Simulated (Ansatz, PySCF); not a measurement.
(2S)-1-bromo-2-fluoropropane (C3H6BrF), SMILES BrC[C@@H](F)C. Atoms are numbered in the order given.

```xyz
11

C     -2.1549    -0.0952    -0.2160
C     -1.0069    -1.0304     0.1010
F     -1.4591    -2.0206     0.9734
C      0.1765    -0.3783     0.8041
Br     1.1228     0.8744    -0.3688
H     -1.8345     0.6862    -0.9195
H     -2.9847    -0.6590    -0.6665
H     -2.5188     0.3862     0.7055
H     -0.6515    -1.5357    -0.8140
H     -0.1481     0.1889     1.6862
H      0.9051    -1.1406     1.1043
```

Geometry optimised at B3LYP-D3(BJ)/def2-SVP. Other conformers were not sampled.

Two levels are set side by side: PBE-D3(BJ)/def2-SVP (Ansatz, an electronic-structure program) and B3LYP-D3(BJ)/def2-SVP (Ansatz). Each level has its own optimised geometry; the coordinates shown are those of the second. Frequencies come from the Hessian of PySCF at each geometry. Differences are taken from unrounded values.

| quantity | B3LYP-D3(BJ) |
|---|---|
| mean bond length (Å) | 1.299 |
| bond C1–C2 (Å) | 1.514 |
| bond C2–F3 (Å) | 1.395 |
| bond C2–C4 (Å) | 1.523 |
| bond C4–Br5 (Å) | 1.960 |
| bond C1–H6 (Å) | 1.099 |
| bond C1–H7 (Å) | 1.100 |
| bond C1–H8 (Å) | 1.101 |
| bond C2–H9 (Å) | 1.104 |
| bond C4–H10 (Å) | 1.098 |
| bond C4–H11 (Å) | 1.096 |
| highest harmonic wavenumber (cm⁻¹) | 3175 |
| mean harmonic wavenumber (cm⁻¹) | 1408 |
| zero-point energy (kcal/mol) | 54.33 |

Question: What does PBE-D3(BJ) give, and how far is it from B3LYP-D3(BJ)? (An estimate is asked for; the answer gives what the named calculation found.)

Answer: 
```json
[
 {"quantity": "mean bond length (Å)", "PBE-D3(BJ)": "1.305", "PBE-D3(BJ) minus B3LYP-D3(BJ)": "0.006"},
 {"quantity": "bond C1–C2 (Å)", "PBE-D3(BJ)": "1.516", "PBE-D3(BJ) minus B3LYP-D3(BJ)": "0.002"},
 {"quantity": "bond C2–F3 (Å)", "PBE-D3(BJ)": "1.402", "PBE-D3(BJ) minus B3LYP-D3(BJ)": "0.007"},
 {"quantity": "bond C2–C4 (Å)", "PBE-D3(BJ)": "1.527", "PBE-D3(BJ) minus B3LYP-D3(BJ)": "0.004"},
 {"quantity": "bond C4–Br5 (Å)", "PBE-D3(BJ)": "1.958", "PBE-D3(BJ) minus B3LYP-D3(BJ)": "-0.002"},
 {"quantity": "bond C1–H6 (Å)", "PBE-D3(BJ)": "1.107", "PBE-D3(BJ) minus B3LYP-D3(BJ)": "0.008"},
 {"quantity": "bond C1–H7 (Å)", "PBE-D3(BJ)": "1.107", "PBE-D3(BJ) minus B3LYP-D3(BJ)": "0.007"},
 {"quantity": "bond C1–H8 (Å)", "PBE-D3(BJ)": "1.109", "PBE-D3(BJ) minus B3LYP-D3(BJ)": "0.007"},
 {"quantity": "bond C2–H9 (Å)", "PBE-D3(BJ)": "1.114", "PBE-D3(BJ) minus B3LYP-D3(BJ)": "0.010"},
 {"quantity": "bond C4–H10 (Å)", "PBE-D3(BJ)": "1.107", "PBE-D3(BJ) minus B3LYP-D3(BJ)": "0.009"},
 {"quantity": "bond C4–H11 (Å)", "PBE-D3(BJ)": "1.105", "PBE-D3(BJ) minus B3LYP-D3(BJ)": "0.009"},
 {"quantity": "highest harmonic wavenumber (cm⁻¹)", "PBE-D3(BJ)": "3106", "PBE-D3(BJ) minus B3LYP-D3(BJ)": "-70"},
 {"quantity": "mean harmonic wavenumber (cm⁻¹)", "PBE-D3(BJ)": "1369", "PBE-D3(BJ) minus B3LYP-D3(BJ)": "-39"},
 {"quantity": "zero-point energy (kcal/mol)", "PBE-D3(BJ)": "52.84", "PBE-D3(BJ) minus B3LYP-D3(BJ)": "-1.50"}
]
```

GGA bonds tend to be longer and softer than those of functionals with exact exchange. Differences between two approximate levels are no errors against the true value.
